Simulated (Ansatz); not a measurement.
`F[CH]([SiH3])[SnH3]` + `[AlH2][SH]` → `[AlH2][S][SnH3]` + `FC[SiH3]`  (ligand exchange at the Sn–C bond)

Computed with Ansatz on PBE0-D4/def2-TZVP structures; ΔE is electronic, products minus reactants. CCSD(T)/CBS is the MP2 limit (def2-TZVPP, def2-QZVPP) plus CCSD(T) − MP2 in def2-TZVPP, frozen cores. This one scheme is used for every species. Elements past krypton have def2 core potentials. For Sn outer-core shells are correlated without core-valence functions, which leaves a few kJ/mol of doubt a bond.

```
              species  HF/def2-QZVPP energy (Eh)
`F[CH]([SiH3])[SnH3]`                 -643.69892
         `[AlH2][SH]`                 -641.26752
    `[AlH2][S][SnH3]`                 -855.79132
           `FC[SiH3]`                 -429.21746
```

**Question.** Work out ΔE.

**Answer.** ΔE = (-855.79132) + (-429.21746) − (-643.69892) − (-641.26752) = -0.04234 Eh = -111.2 kJ/mol. CCSD(T)/CBS gives -95.0 kJ/mol.

Largest T1 diagnostic among the species: 0.013.

In def2-TZVPP, CCSD(T) changes the Hartree–Fock value by +20.3 kJ/mol (the triples alone add +1.5 kJ/mol) and MP2 by +15.7 kJ/mol. Leaving LDA and LC-ωPBE aside and taking each functional with its dispersion term where it has one, the values, not all of them listed here, spread over 13.7 kJ/mol, from BHLYP-D4 to BLYP-D4. LDA lies +5.7 kJ/mol from PBE without D4.
